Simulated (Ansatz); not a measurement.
Molecule: B$_{2}$, charge 0, multiplicity 3. 
Coordinates optimised at B3LYP-D3(BJ)/def2-TZVP (Ansatz, an electronic-structure program):
```
B
B 1 1.5680
```
Charge 0, spin multiplicity 3.

**Question.** Give the harmonic wavenumbers at B3LYP-D3(BJ)/def2-TZVP (Ansatz, finite differences of forces, unscaled).

**Answer.** 1097 cm⁻¹. Zero-point energy 1.6 kcal/mol.

**Question.** From these and the geometry, give the ideal-gas thermochemistry at 298.15 K and 1 atm (rigid rotor, harmonic oscillator).

**Answer.** Point group D∞h, rotational symmetry number 2. Rotational constants 38.03, 38.03 GHz. S(trans) 35.15, S(rot) 10.74, S(vib) 0.06, S(elec, spin only) 2.18, S 48.1 cal/(mol K). H(298) - H(0) 2.09 kcal/mol; G - E(el) -10.7 kcal/mol.
